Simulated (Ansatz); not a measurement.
Total energies of Ge₁₄H₂₄, a nanocrystal cut from cubic germanium from Ansatz at PBE0-D4/def2-TZVP, gas phase (1 Eh = 27.2114 eV = 2625.5 kJ/mol). The reference geometry is relaxed at r2SCAN-D4/def2-SVP.

Cartesian coordinates in Å:
```
Ge 0.227 -2.130 4.050
Ge -2.172 3.827 -0.905
Ge -1.109 0.786 1.518
Ge -2.798 0.064 -1.992
Ge 1.025 -0.867 -1.532
Ge 2.378 -3.792 0.979
Ge -0.064 2.194 -3.920
Ge 0.469 0.148 3.250
Ge 0.412 -3.894 2.396
Ge -0.686 3.089 0.867
Ge -2.207 2.284 -2.780
Ge 2.825 -1.674 -0.117
Ge 1.684 1.253 -2.523
Ge -1.123 -0.702 -0.405
H 1.300 -2.379 5.131
H -1.151 -2.253 4.734
H -1.765 5.234 -1.387
H -3.600 3.922 -0.329
H -2.529 0.726 2.130
H -4.181 0.096 -1.311
H -2.874 -0.916 -3.180
H 0.839 -1.883 -2.685
H 3.603 -4.158 1.842
H 2.243 -4.876 -0.110
H 0.340 3.603 -4.397
H -0.217 1.301 -5.169
H 0.265 1.096 4.451
H 1.901 0.371 2.729
H 0.474 -5.232 3.164
H -0.856 -3.925 1.525
H -0.873 3.994 2.103
H 0.779 3.224 0.412
H -3.275 2.767 -3.788
H 3.155 -0.599 0.935
H 4.079 -1.853 -0.999
H 2.047 2.244 -1.401
H 2.952 1.028 -3.372
H -1.517 -2.114 0.084
```

| state | geometry | energy (Eh) |
| --- | --- | --- |
| charge 0 singlet | reference | -29089.12127 |
| charge 1 doublet | reference | -29088.81879 |
| charge -1 doublet | reference | -29089.11992 |
| free Ge atom (triplet) | – | -2076.65516 |
| free H atom (doublet) | – | -0.50104 |

Single mean-field runs in def2-TZVP are fitted with def2-universal-jkfit.

Q: Work out the vertical ionisation energy to the doublet.

A: E(charge 1 doublet) − E(charge 0 singlet) = -29088.81879 − (-29089.12127) = 0.30248 Eh = 8.23 eV. For comparison, −ε of the highest occupied level is 7.12 eV at this level, 1.11 eV less.

Q: Work out the vertical electron affinity, to the doublet.

A: E(charge 0 singlet) − E(charge -1 doublet) = -29089.12127 − (-29089.11992) = -0.00135 Eh = -0.04 eV; so near zero that its sign isn't settled. The basis lacks diffuse functions, which makes affinities too small.

Q: Give the fundamental gap IE − EA, the Mulliken electronegativity (IE + EA)/2 and the hardness (IE − EA)/2.

A: From the values in Eh: IE − EA = 0.30248 − (-0.00135) = 0.30383 Eh = 8.27 eV; (IE + EA)/2 = 4.10 eV; (IE − EA)/2 = 4.13 eV. The HOMO–LUMO gap of the same run is 6.16 eV, 2.11 eV smaller than the fundamental gap.

Q: What is the binding energy per atom against free atoms?

A: Atoms: 14 × (-2076.65516) + 24 × (-0.50104) = -29085.19720 Eh. Binding: -29085.19720 − (-29089.12127) = 3.92407 Eh = 106.78 eV, or 2.81 eV for each of 38 atoms (no zero-point energy, no counterpoise term).

At PBE0-D4/def2-TZVP the highest occupied level of the charge -1 doublet lies above zero (up to 1.08 eV). Energy differences put its binding near zero (-0.04 eV; vertical, to the charge 0 singlet, at PBE0-D4/def2-TZVP), which leaves it undecided.
